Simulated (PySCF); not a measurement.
Cd(Et) (C2H5Cd), SMILES C[CH2][Cd+], charge +1.

Geometry optimised at PBE-D3(BJ)/def2-TZVP. The spin state was assumed, not searched. The isomer is the one that the SMILES or the coordinates give; other isomers of the formula were not compared. The def2 effective core potentials stand for the cores of Cd; spin–orbit coupling is left out.

Method: PySCF with PBE-D3(BJ)/def2-TZVP.

Frequencies are harmonic and unscaled.

Computed harmonic wavenumbers and intensities:
```csv
mode,ν (cm⁻¹),IR (km/mol),moving atoms (share of kinetic energy)
1,189,7.6,"C 63 %, H 20 %, Cd 17 %"
2,247,2.3,H 93 %
3,344,26.0,"C 71 %, H 23 %"
4,680,11.6,"H 88 %, C 11 %"
5,869,0.0,H 95 %
6,875,81.1,"H 80 %, C 20 %"
7,1032,153.3,"C 67 %, H 33 %"
8,1100,146.7,"H 70 %, C 29 %"
9,1192,1.9,"H 71 %, C 29 %"
10,1327,19.8,"H 86 %, C 14 %"
11,1377,23.3,H 98 %
12,1414,7.0,"H 89 %, C 11 %"
13,1442,4.6,"H 89 %, C 11 %"
14,2891,90.1,H 94 %
15,3027,8.5,H 95 %
16,3034,13.5,H 95 %
17,3086,1.2,"H 90 %, C 10 %"
18,3116,7.9,"H 90 %, C 10 %"
```
